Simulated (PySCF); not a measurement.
## Spin states of KAl

Unrestricted PBE0; K 6-31G(d,p), Al 6-31G(d,p); no relativity (PySCF 2.14). Outer shells of the fragments: K 4s1; Al 3s2 3p1.

Followed along the bond (rough minima from three points):

```
2Ms+1  unpaired  ⟨S²⟩ at the start  R at minimum (Å)  Te (eV)
    3  σ ↑, π ↑               2.00              3.38     0.00
    1      none               0.00              3.66     0.14
    1  σ ↑, π ↓               1.01              3.44     0.17
    3      π ↑↑               2.00              2.99     0.47
    1      π ↑↓               1.01              3.00     0.66
```

Solutions found at the starting distance of 3.140 Å, counted from the lowest of them; the search is not exhaustive and high or unbound solutions are not listed, so other states can lie among these:

```json
{"2Ms+1": "3", "unpaired": "σ ↑, π ↑", "term": "³Π", "E (eV)": "0.00", "⟨S²⟩": "2.00", "⟨Lz²⟩": "1.00", "μ (D)": "-6.82"}
{"2Ms+1": "1", "unpaired": "σ ↑, π ↓", "term": "mixed", "E (eV)": "0.19", "⟨S²⟩": "1.01", "⟨Lz²⟩": "1.00", "μ (D)": "-6.20"}
{"2Ms+1": "1", "unpaired": "none", "term": "¹Σ⁺", "E (eV)": "0.32", "⟨S²⟩": "0.00", "⟨Lz²⟩": "0.00", "μ (D)": "-4.16"}
{"2Ms+1": "3", "unpaired": "π ↑↑", "term": "³Σ⁻", "E (eV)": "0.45", "⟨S²⟩": "2.00", "⟨Lz²⟩": "0.00", "μ (D)": "-9.28"}
{"2Ms+1": "1", "unpaired": "π ↑↓", "term": "mixed", "E (eV)": "0.64", "⟨S²⟩": "1.01", "⟨Lz²⟩": "2.01", "μ (D)": "-9.04"}
{"2Ms+1": "3", "unpaired": "σ ↑↑", "term": "³Σ⁺", "E (eV)": "1.04", "⟨S²⟩": "2.00", "⟨Lz²⟩": "0.00", "μ (D)": "3.94"}
{"2Ms+1": "1", "unpaired": "none", "term": "mixed", "E (eV)": "1.22", "⟨S²⟩": "0.00", "⟨Lz²⟩": "2.00", "μ (D)": "-8.12"}
{"2Ms+1": "3", "unpaired": "π ↑↑", "term": "mixed", "E (eV)": "2.38", "⟨S²⟩": "2.00", "⟨Lz²⟩": "2.01", "μ (D)": "3.56"}
{"2Ms+1": "3", "unpaired": "σ ↑, δ ↑", "term": "³Δ", "E (eV)": "3.14", "⟨S²⟩": "2.00", "⟨Lz²⟩": "4.00", "μ (D)": "1.19"}
{"2Ms+1": "1", "unpaired": "σ ↑, δ ↓", "term": "mixed", "E (eV)": "3.17", "⟨S²⟩": "1.00", "⟨Lz²⟩": "4.00", "μ (D)": "1.02"}
{"2Ms+1": "3", "unpaired": "σ ↑↑, π ↑↓", "term": "mixed", "E (eV)": "4.12", "⟨S²⟩": "3.00", "⟨Lz²⟩": "2.00", "μ (D)": "-8.65"}
{"2Ms+1": "3", "unpaired": "σ ↑↑↑, π ↓", "term": "mixed", "E (eV)": "5.70", "⟨S²⟩": "3.00", "⟨Lz²⟩": "1.01", "μ (D)": "3.49"}
```

A term symbol is given only where ⟨S²⟩ and ⟨Lz²⟩ are close to those of a pure state; real π, δ and φ orbitals otherwise mix terms. A positive dipole means K(−)Al(+).

Problem. Compare the gap between the two lowest followed solutions at the starting distance with the gap between their minima.

Solution. At PBE0 the second solution (singlet, closed shell) lies +0.32 eV from the first (triplet, unpaired electrons σ ↑, π ↑) at 3.140 Å and +0.14 eV at the minima; the two curves relax by different amounts, since their minima lie near 3.66 and 3.38 Å.

Counting both spins, an empty level lies below a filled one in some of these solutions, because spin and occupation are held.
